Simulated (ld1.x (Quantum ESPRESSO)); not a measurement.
## Pb (Z = 82): variants of one TM semilocal potential

Base potential:

Pb (Z = 82), norm-conserving Troullier–Martins (semilocal form), made with ld1.x (Quantum ESPRESSO) 7.5 (PBE, non-relativistic). Core [Xe] 4f14, reference 5d10 6s2 6p2. Waves: 6p (bound): rc 2.85 bohr; 5d (bound): rc 1.25 bohr; 6s (bound): rc 2.35 bohr. Local part: the s channel. Core correction: a·sin(br)/r model core inside 0.65 bohr.

Cutoffs, loose and tight: the cutoffs (Ry, on a coarse ladder) from which the occupation-weighted sum of valence levels, in a spherical-Bessel basis at the reference potential, stays within 10 and 1 mRy of its value at 400 Ry. They do not see the model core or the augmentation charge, which bear on the density cutoff. Test errors are all-electron minus pseudo excitation energies from the reference, over the configurations 5d10 6s2 6p1; 5d10 6s2 6p0; 5d10 6s1 6p0; 5d10 6s0 6p0; 5d9 6s2 6p3; 5d10 6s2 6p1.5; 5d9 6s2 6p2. A dash means not determined; rows that change the core or the reference have their own tests.

A semilocal file is local in each channel, so a ghost entry of none says nothing of the separable form that plane-wave codes build from it.

| change | outcome | cutoff, loose | cutoff, tight | bound ghosts | largest test error (meV) |
| --- | --- | --- | --- | --- | --- |
| base | generated | 90 Ry | 110 Ry | none | -171 |
| all radii but the core radius scaled by about 0.93 (s 2.20, p 2.66, d 1.16 bohr) | generated | 90 Ry | 110 Ry | none | -181 |
| all radii but the core radius scaled by about 1.20 (s 2.82, p 3.42, d 1.50 bohr) | generated | 55 Ry | 90 Ry | none | -173 |
| all radii but the core radius scaled by about 1.28 (s 3.00, p 3.64, d 1.60 bohr) | generated | 55 Ry | 90 Ry | none | -267 |
| all radii but the core radius scaled by about 1.40 (s 3.28, p 3.98, d 1.74 bohr) | generated | 55 Ry | 90 Ry | none | -492 |

Q: What comes out with this change to the base: all radii but the core radius scaled by about 0.74 (s 1.74, p 2.12, d 0.94 bohr)?

A: outcome: generated; cutoff, loose: 230 Ry; cutoff, tight: over 300 Ry; bound ghosts: none; largest test error (meV): -45.

Q: What comes out with this change to the base: all radii but the core radius scaled by about 0.85 (s 2.00, p 2.42, d 1.06 bohr)?

A: outcome: generated; cutoff, loose: 70 Ry; cutoff, tight: 160 Ry; bound ghosts: none; largest test error (meV): -170.

Q: What comes out with this change to the base: all radii but the core radius scaled by about 1.09 (s 2.58, p 3.12, d 1.36 bohr)?

A: outcome: generated; cutoff, loose: 70 Ry; cutoff, tight: 100 Ry; bound ghosts: none; largest test error (meV): -130.

Reading the sweep of the scale of all radii but the core radius (base = 1) (base included, trends over the rows without a ghost): The loose cutoff falls from 230 Ry at 0.74 to 55 Ry at 1.4, with one reversal. A larger radius leaves more room for a smooth pseudo-wave, so fewer plane waves are needed; a smaller one forces it to follow the all-electron wave where it bends sharply. The median size of the test errors (rows with all tests solved) is not monotonic: lowest 8.5 meV at 0.85, highest 58.2 meV at 1.4.
